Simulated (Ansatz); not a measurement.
The cluster Bi3⁺ (the lowest singlet isomer of a short search) was relaxed with B3LYP-D4 (def2-SVP) in Ansatz in these states: charge +1 quintet, charge +1 singlet, charge +1 triplet. The geometries follow in no particular order.

In the def2 sets Bi takes a core potential; there is no spin–orbit coupling.

A:

```xyz
3

Bi   -1.271    0.681    0.872
Bi    0.281   -1.660    0.078
Bi    0.990    0.978   -0.950
```

B:

```
atom    x (Å)    y (Å)    z (Å)
 Bi1   1.0136   1.5360  -0.5151
 Bi2  -1.4257   0.2931   0.8849
 Bi3   0.4121  -1.8291  -0.3699
```

C:

Cartesian coordinates in Å:
```
Bi -1.113 1.487 -0.209
Bi 0.860 -1.070 -1.269
Bi 0.253 -0.417 1.477
```

Task: Judge from the bond lengths which geometry belongs to which state (an estimate).

Result: A is the charge +1 singlet (Bi1–Bi3 2.919 Å, Bi1–Bi2 2.919 Å, Bi2–Bi3 2.919 Å); B is the charge +1 quintet (Bi1–Bi3 3.422 Å, Bi1–Bi2 3.075 Å, Bi2–Bi3 3.075 Å); C is the charge +1 triplet (Bi1–Bi3 2.887 Å, Bi1–Bi2 3.399 Å, Bi2–Bi3 2.887 Å).

At B3LYP-D4/def2-SVP the charge 1 triplet is spin-contaminated (final ⟨S²⟩ up to 2.16, 2.00 for a pure state). At PBE0-D4/def2-TZVP a singlet lies 2.24 eV below the charge +1 quintet. At PBE0-D4/def2-TZVP a singlet lies 1.12 eV below the charge +1 triplet. These are the stationary points nearest to one start from a short search; other shapes may lie lower in each state.
